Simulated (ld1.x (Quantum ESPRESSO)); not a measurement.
Pseudopotential generation for indium (In): PAW, PBEsol, scalar-relativistic.

ld1.x (Quantum ESPRESSO) 7.5 input, shortened:

```
&input
   title='In', zed=49., rel=1, dft='PBESOL', iswitch=3,
   config='[Kr] 4d10 5s1.5 5p0'
 /
 &inputp
   pseudotype=3, lpaw=.true., tm=.true., lloc=-1, rcloc=1.55,
   nlcc=.false.,
   which_augfun='BESSEL', rmatch_augfun=0.35
 /
6
5S  1  0   1.50   0.00  1.30  1.80  0.0
5S  1  0   0.00  -0.90  1.30  1.80  0.0
4P  2  1   6.00   0.00  0.30  0.45  0.0
5P  3  1   0.00   0.00  0.30  0.45  0.0
4D  3  2  10.00   0.00  1.25  1.35  0.0
4D  3  2   0.00  -1.70  1.25  1.35  0.0
 &test
   configts(1)='4p6 4d10 5s1.5 5p0'
 /
```

(1) Does this generation succeed?

Results:

(1) No. ld1.x (Quantum ESPRESSO) 7.5 stopped with "new_paw_hamiltonian: negative rho": the spherical valence density built from the smooth waves and the augmentation charge turned negative at some radius.
